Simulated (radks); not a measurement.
The numbers below are computed, except where a source is named.
Question: The mean radii <r> (bohr) of the occupied orbitals of an atom or ion are listed with their occupations. Code: a radial shooting solver on a logarithmic mesh with Libxc functionals. Model: non-relativistic Kohn-Sham, LDA (Slater exchange, Perdew-Wang correlation), spin-unpolarised, spherical densities, point nucleus.

orbital  occ.      <r>
1s          2  0.05492
2s          2   0.2488
2p          6   0.2168
3s          2   0.7299
3p          6   0.7478
3d          5   0.7914

Name the element and its charge.

Answer: Z = 28, nickel, charge +5: Ni5+ in [Ar] 3d5. The 1s radius gives Z: for a bare nucleus <r> = 1.5/Z, 0.05357 bohr for Z = 28, and screening makes it slightly larger (0.05492 here). The occupations add up to 23, and the charge is Z minus that.
